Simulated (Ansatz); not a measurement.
BrHInO (`[OH][In][Br]`) radical at its PBE0-D4/def2-TZVP geometry, where that method's forces vanish. Total charge 0; spin multiplicity 2. In takes the def2 core potential.

```xyz
4

O    -1.1104    0.2877    0.4528
In    0.8587    0.0095    0.2133
Br    1.5918   -0.9584   -1.9750
H    -1.3401    0.6612    1.3090
```

(1) What forces (eV/Å) does PBE-D4/def2-TZVPP give on these atoms in Ansatz? (Estimate.)

Answers

(1) Computed: 
```
O1  -0.402 -0.123 -0.389
In2  0.425  0.047  0.208
Br3  0.090 -0.119 -0.268
H4  -0.113  0.195  0.449
```
